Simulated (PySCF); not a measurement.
This PySCF input asks for the NMR shieldings of SMILES CCCCC(=O)Cl, C5H9ClO; the geometry comes from PBE0-D3(BJ)/def2-TZVP.

```python
import basis_set_exchange as bse
import numpy as np
from pyscf import gto, dft
from pyscf.prop import nmr

atoms = """
C    -2.431029   -0.045384    0.090515
C    -1.041343    0.199440    0.650988
C     0.056406   -0.127438   -0.348072
C     1.438809    0.136521    0.216235
C     2.540200   -0.171527   -0.747190
O     2.447577   -0.592410   -1.844822
Cl    4.157190    0.175909   -0.044768
H    -3.205054    0.200110    0.820388
H    -2.561249   -1.092915   -0.194256
H    -2.608138    0.562581   -0.800580
H    -0.898263   -0.400617    1.556956
H    -0.948385    1.246025    0.963149
H    -0.016513   -1.175844   -0.652909
H    -0.082039    0.461122   -1.260158
H     1.629221   -0.452919    1.119873
H     1.561486    1.180176    0.524924
"""
names = dict.fromkeys(["C", "O", "Cl", "H"], "pcSseg-2")
basis = {el: gto.basis.parse(bse.get_basis(n, elements=[el], fmt="nwchem")) for el, n in names.items()}
mol = gto.M(atom=atoms, basis=basis, charge=0, verbose=0)
mf = dft.RKS(mol, xc="GGA_XC_KT3")
mf.grids.level = 2
mf.grids.alignment = dft.numint.BLKSIZE   # the property module wants whole blocks of grid points
mf.conv_tol = 1e-9
mf.kernel()

calc = nmr.RKS(mf)   # GIAO
sigma = calc.kernel()   # uncoupled for a functional without exact exchange
for i, s in enumerate(sigma):   # ppm
    w = np.linalg.eigvalsh((s + s.T) / 2)
    print("%2d %-2s iso %8.1f  s11 %8.1f  s22 %8.1f  s33 %8.1f" % (i, mol.atom_pure_symbol(i), w.mean(), *w))
```

Task: What are the results?

Result: 
```
 0 C  iso    165.7  s11    153.9  s22    158.4  s33    184.8
 1 C  iso    154.2  s11    143.0  s22    151.9  s33    167.8
 2 C  iso    150.0  s11    133.8  s22    146.1  s33    169.9
 3 C  iso    130.9  s11    100.2  s22    112.5  s33    179.9
 4 C  iso      4.0  s11    -91.9  s22     37.7  s33     66.2
 5 O  iso   -201.9  s11   -507.5  s22   -324.9  s33    226.8
 6 Cl iso    491.9  s11    122.1  s22    380.6  s33    973.0
 7 H  iso     30.4  s11     26.0  s22     27.9  s33     37.3
 8 H  iso     30.7  s11     26.9  s22     28.9  s33     36.3
 9 H  iso     30.7  s11     27.0  s22     29.0  s33     36.2
10 H  iso     30.3  s11     25.6  s22     30.6  s33     34.9
11 H  iso     30.4  s11     25.5  s22     30.7  s33     34.9
12 H  iso     30.0  s11     25.8  s22     30.8  s33     33.5
13 H  iso     30.1  s11     25.8  s22     30.8  s33     33.5
14 H  iso     28.6  s11     24.6  s22     28.7  s33     32.6
15 H  iso     28.6  s11     24.5  s22     28.7  s33     32.7
```

These numbers come from an equivalent density-fitted implementation of the same equations, which agrees with the script to about 0.01 ppm for H and up to a few tenths of a ppm for heavy atoms, so last digits may differ.

Task: Turn these shieldings into chemical shifts. Shifts are taken against calculated references (same method and geometry level): 13C (σ = 183.24 ppm) and 1H (σ = 31.63 ppm) vs TMS; H2O for 17O (σ = 325.30 ppm); 35Cl (σ = 942.39 ppm) vs HCl.

Result: Averaging equivalent atoms: C 4: 179.2; C 3: 52.3; C 2: 33.3; C 1: 29.0; C 0: 17.5; O 5: 527.2; Cl 6: 451; H 14/15: 3.02; H 12/13: 1.59; H 10/11: 1.27; H 7/8/9: 1.03 ppm. Unscaled 17O shifts of doubly bonded oxygen tend to come out too high, by tens of ppm or more. Experimental scales use liquid or dissolved standards, which lie at an offset from isolated H2O (liquid H2O: subtract about 36 ppm).

Size and cost of the density-fitted run: 385 basis functions, 2.4 min wall time (4.8 min CPU) on 2 threads of an Intel Xeon, shared host; peak memory 1.9 GiB.
